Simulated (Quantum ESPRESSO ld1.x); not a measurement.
Results of a calculation; reference values are marked as such.
Task: The mean radii <r> (bohr) of the occupied orbitals of an atom or ion are listed with their occupations. Level of theory: scalar-relativistic Kohn-Sham, LDA (Slater exchange, Perdew-Wang correlation), spin-polarised, spherical densities, point nucleus (ld1.x of Quantum ESPRESSO 7.5).

| orbital | occ. | <r> |
|---|---|---|
| 1s | 2 | 0.04003 |

Name the element and its charge. Open shells, if any, are filled with parallel spins first.

Result: Z = 37, rubidium, charge +35: Rb35+ in [He]. The 1s radius gives Z: for a bare nucleus <r> = (2 gamma + 1)/(2Z) with gamma = sqrt(1 - (Z/c)^2), 0.03954 bohr for Z = 37, and screening makes it slightly larger (0.04003 here). The occupations add up to 2, and the charge is Z minus that.
